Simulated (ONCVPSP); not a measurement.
## Configuration tests for scandium (Sc) (ONCV)

```
Element                 : Sc
Generator               : ONCVPSP 4.0.1
Type                    : optimised norm-conserving Vanderbilt (ONCV)
Functional              : PBE
Relativity              : fully relativistic
Frozen core             : [Ne]
Valence charge          : 11
Reference configuration : 3s2 3p6 3d1 4s1.5 (charge +0.5)
Partial waves           : 3s+4s: rc 1.85 bohr, ncon 4, nbas 8, qcut 7.4 1/bohr, 2 projectors; 3p: rc 1.75 bohr, ncon 4, nbas 8, qcut 8.9 1/bohr, 2 projectors, debl 1.2 Ha; 3d: rc 2.85 bohr, ncon 4, nbas 9, qcut 6.3 1/bohr, 3 projectors, debl 1.3 Ha
Local potential         : polynomial inside 1.10 bohr (lpopt 4, dvloc0 -1 Ha)
Core correction         : none
```

Open shells are filled in proportion to 2j + 1.

In the p channel the program set the typed energies aside and used -1.351, 0.250 Ha (j = l + 1/2; the other j can differ).

Energies are relative to the spin-unpolarised reference configuration 3s2 3p6 3d1 4s1.5; without spin polarisation the order of configurations can differ from experiment.

(1) Give the all-electron excitation energy and the error of the potential for: 3s2 3p6 3d1 4s2; 3s2 3p6 3d1 4s1; 3s2 3p6 3d1 4s0; 3s2 3p6 3d1 4s1 4p1.

Levels in the configuration 3s2 3p6 3d1 4s1 4p1:

```json
{"level": "3s j=1/2", "all-electron (eV)": "-56.319", "pseudo (eV)": "-56.320"}
{"level": "3p j=3/2", "all-electron (eV)": "-34.732", "pseudo (eV)": "-34.734"}
{"level": "3p j=1/2", "all-electron (eV)": "-35.242", "pseudo (eV)": "-35.244"}
{"level": "3d j=5/2", "all-electron (eV)": "-4.354", "pseudo (eV)": "-4.352"}
{"level": "3d j=3/2", "all-electron (eV)": "-4.385", "pseudo (eV)": "-4.384"}
{"level": "4s j=1/2", "all-electron (eV)": "-4.873", "pseudo (eV)": "-4.873"}
{"level": "4p j=3/2", "all-electron (eV)": "-2.024", "pseudo (eV)": "-2.024"}
{"level": "4p j=1/2", "all-electron (eV)": "-2.049", "pseudo (eV)": "-2.049"}
```

Results:

(1)

```json
{"valence configuration": "3s2 3p6 3d1 4s2", "charge": "0", "ΔE all-electron (eV)": "-2.754", "error AE − PS (meV)": "0.0"}
{"valence configuration": "3s2 3p6 3d1 4s1", "charge": "+1", "ΔE all-electron (eV)": "4.143", "error AE − PS (meV)": "-0.3"}
{"valence configuration": "3s2 3p6 3d1 4s0", "charge": "+2", "ΔE all-electron (eV)": "16.910", "error AE − PS (meV)": "-8.4"}
{"valence configuration": "3s2 3p6 3d1 4s1 4p1", "charge": "0", "ΔE all-electron (eV)": "0.025", "error AE − PS (meV)": "-0.1"}
```
